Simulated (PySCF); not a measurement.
# Correlation energy of O⁺ (oxygen, charge +1)

[He] 2s2 2p3, high-spin 4S determinant. Computed with PySCF 2.14 in cc-pVDZ, with the non-relativistic Hamiltonian (point nucleus). Frozen: 1s2; 5 electrons correlated.

MP2 pair energies summed by pair of shells (mhartree):

```tsv
pair	energy	share (%)
2s-2p	-45.97	65.8
2p-2p	-16.51	23.6
2s-2s	-7.40	10.6
```

Total MP2 correlation energy: -69.88 mhartree.

Same-spin part -19.52 and opposite-spin part -50.36 mhartree; SCS-MP2 scales them by 1/3 and 6/5 to -66.94 mhartree.

```json
{"level": "CCSD", "correlation energy (mhartree)": "-84.78"}
{"level": "(T)", "correlation energy (mhartree)": "-0.53"}
{"level": "CCSD(T)", "correlation energy (mhartree)": "-85.31"}
```

Diagnostics: T1 = 0.0036, D1 = 0.0067, largest double amplitude 0.036.

Cost of the coupled-cluster step: 0.06 s of wall time on 1 thread of Neoverse-V1 (shared host), for 5 correlated electrons.
